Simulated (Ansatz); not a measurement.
Start from `COB(Cl)Cl` and change one element to get `[SiH3]OB(Cl)Cl`.

Ansatz, PBE0-D4/def2-TZVP geometries, multiplicity 1. Each molecule was computed in one conformer, which needn't be the lowest.

| property | `COB(Cl)Cl` |
| --- | --- |
| LUMO energy (ωB97M-V/def2-TZVPP) / eV | 1.89 |
| HOMO energy (PBE0/def2-TZVPP) / eV | -8.90 |
| HOMO energy (PBE/def2-TZVPP) / eV | -7.45 |
| LUMO energy (PBE/def2-TZVPP) / eV | -1.21 |
| HOMO energy (ωB97M-V/def2-TZVPP) / eV | -11.16 |
| HOMO energy (B3LYP/def2-TZVPP) / eV | -8.60 |

Q: What does the change do to each property? (Best estimate.)

A: Ansatz gave: 
```json
{"property": "LUMO energy (ωB97M-V/def2-TZVPP) / eV", "`[SiH3]OB(Cl)Cl`": "1.48", "shift": "-0.41"}
{"property": "HOMO energy (PBE0/def2-TZVPP) / eV", "`[SiH3]OB(Cl)Cl`": "-9.00", "shift": "-0.10"}
{"property": "HOMO energy (PBE/def2-TZVPP) / eV", "`[SiH3]OB(Cl)Cl`": "-7.54", "shift": "-0.09"}
{"property": "LUMO energy (PBE/def2-TZVPP) / eV", "`[SiH3]OB(Cl)Cl`": "-1.58", "shift": "-0.37"}
{"property": "HOMO energy (ωB97M-V/def2-TZVPP) / eV", "`[SiH3]OB(Cl)Cl`": "-11.28", "shift": "-0.12"}
{"property": "HOMO energy (B3LYP/def2-TZVPP) / eV", "`[SiH3]OB(Cl)Cl`": "-8.70", "shift": "-0.10"}
```

With PBE0 the HOMO falls by 0.10 eV and the LUMO falls by 0.37 eV, so the gap narrows by about 0.27 eV. PBE moves the HOMO by -0.09 eV and ωB97M-V by -0.12 eV.

B3LYP here is the variant with VWN-RPA as its local correlation; programs differ in this.
